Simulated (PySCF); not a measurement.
C2H6OZn, SMILES [CH3][Zn][O]C.

Coordinates come from a B3LYP-D3(BJ)/def2-SVP optimisation. The structure was generated by enumeration; whether it is a known compound was not checked. One conformer was computed; it need not be the lowest.

These are C-PCM-ωB97X/def2-SVP run with PySCF values and carry that method's errors.

The values are the electrostatic part of the solvation free energy, E(continuum) − E(gas) at the gas-phase geometry, in a cavity of scaled van der Waals radii (PySCF's table); cavitation and dispersion terms are not included. A continuum can't describe solvent molecules that bind to the metal. In vacuum the orbital gap is 11.13 eV. The dipole moment in vacuum is 1.56 D.

Computed values in water (ε = 78.36), acetone (ε = 20.49), ethanol (ε = 24.85):
| solvent | ε | ΔG(elec) (kcal/mol) | dipole (D) | gap (eV) |
|---|---|---|---|---|
| water | 78.36 | -11.7 | 1.79 | 11.55 |
| acetone | 20.49 | -11.2 | 1.79 | 11.53 |
| ethanol | 24.85 | -11.3 | 1.79 | 11.53 |
